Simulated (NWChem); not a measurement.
Species: iodoethane (C$_{2}$H$_{5}$I); SMILES CCI

Results from NWChem. Geometry: optimised at PBE0/def2-SVP. def2 effective core potentials on I; no spin-orbit coupling.

Problem. What does the run give for B3LYP/def2-TZVP? Quantities: highest occupied level (eV); orbital gap (eV); dipole (D).

Solution. 
```
Item                         Result
---------------------------  ------
highest occupied level (eV)   -6.97
orbital gap (eV)               5.94
dipole (D)                     2.02
```
